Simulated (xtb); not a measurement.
CH3FO3Si, SMILES O=CO[Si@@H](O)F. All values are semi-empirical tight-binding results from xtb (GFN2-xTB unless named), good for trends rather than for accurate numbers. Coordinates come from a GFN2-xTB optimisation. The structure was generated by enumeration; whether it is a known compound was not checked. Other conformers were not sampled.

* **orbital gap**: 4.85 eV
* **dipole moment**: 1.60 D
* **zero-point energy**: 30.2 kcal/mol
* **G − E(el) at 298.15 K (modified RRHO)**: 10.3 kcal/mol
* **static polarisability (D4 model)**: 58.9 bohr³
* **solvation energy, GFN2-xTB/ALPB(water)**: -3.0 kcal/mol
* **solvation energy, GFN2-xTB/ALPB(octanol)**: -4.0 kcal/mol
